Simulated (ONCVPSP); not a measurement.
## iridium (Ir), ONCV: configuration errors across variants

```
Element                 : Ir
Generator               : ONCVPSP 4.0.1
Type                    : optimised norm-conserving Vanderbilt (ONCV)
Functional              : BLYP
Relativity              : scalar-relativistic
Frozen core             : [Kr] 4d10 4f14
Valence charge          : 17
Reference configuration : 5s2 5p6 5d7 6s1.75 (charge +0.25)
Partial waves           : 5s+6s: rc 1.70 bohr, ncon 4, nbas 8, qcut 6.1 1/bohr, 2 projectors; 5p: rc 1.70 bohr, ncon 4, nbas 7, qcut 6.6 1/bohr, 2 projectors, debl 0.5 Ha; 5d: rc 1.55 bohr, ncon 3, nbas 6, qcut 5.9 1/bohr, local
Local potential         : the d channel
Core correction         : Teter function fitted to the true core (icmod 2), fcfact 0.25
```

In the p channel the program set the typed energies aside and used -2.077, 0.250 Ha.

All-electron excitation energies from the reference (eV): (1) 5s2 5p6 5d7 6s2 -1.782; (2) 5s2 5p6 5d7 6s1 8.066; (3) 5s2 5p6 5d7 6s0 25.609; (4) 5s2 5p6 5d6 6s2 10.247.

Errors AE − PS in meV (a dash: test not solved or not reliable):

| change | (1) | (2) | (3) | (4) | bound ghosts | GHOST(+) flags above zero |
| --- | --- | --- | --- | --- | --- | --- |
| base | +0.6 | -4.0 | -17 | -3.6 | none | s |
| all radii but the core radius scaled by about 0.77 (s 1.30, p 1.30, d 1.20 bohr) | +0.6 | -3.1 | -11 | -0.7 | none | none |
| all radii but the core radius scaled by about 0.83 (s 1.42, p 1.42, d 1.28 bohr) | +0.6 | -3.3 | -13 | -1.3 | none | none |
| all radii but the core radius scaled by about 0.91 (s 1.54, p 1.54, d 1.40 bohr) | +0.6 | -3.6 | -15 | -1.9 | none | none |
| all radii but the core radius scaled by about 1.09 (s 1.86, p 1.86, d 1.70 bohr) | +0.6 | -4.2 | -19 | -4.0 | none | s |
| all radii but the core radius scaled by about 1.19 (s 2.02, p 2.02, d 1.84 bohr) | +0.6 | -4.4 | -20 | -4.4 | none | none |
| all radii but the core radius scaled by about 1.24 (s 2.12, p 2.12, d 1.92 bohr) | +0.6 | -4.6 | -21 | -4.6 | none | none |
| all radii but the core radius scaled by about 1.30 (s 2.20, p 2.20, d 2.02 bohr) | +0.6 | -4.8 | -23 | -4.9 | none | s |

Task: Give the same row for: all radii but the core radius scaled by about 1.04 (s 1.76, p 1.76, d 1.62 bohr).

Result: +0.6, -4.1, -18, -3.7; bound ghosts: none; GHOST(+) flags above zero: s.
